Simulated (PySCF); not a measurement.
W(S)(F)2(OH)2 (F2H2O2SW), SMILES [OH][W]([OH])([F])([F])=[S], multiplicity 1. Coordinates come from a PBE-D3(BJ)/def2-SVP optimisation. The multiplicity is an assumed one; no other spin state was optimised. The structure was generated by enumeration; whether it is a known compound was not checked. The def2 effective core potentials stand for the cores of W; spin–orbit coupling is left out. One conformer was computed; it need not be the lowest.

Computed equilibrium geometry at PBE-D3(BJ)/def2-SVP (PySCF confirms it by a frequency run) as a Z-matrix, and its point group (one conformer of several):
point group Cs.
```
W
F 1 1.8745
O 1 1.8969 2 90.04
H 3 0.9750 1 124.71 2 142.88
O 1 1.8969 2 90.04 3 147.30
H 5 0.9750 1 124.71 2 -142.88
F 1 1.9175 2 150.89 5 -73.65
S 1 2.1384 2 104.47 5 106.35
```
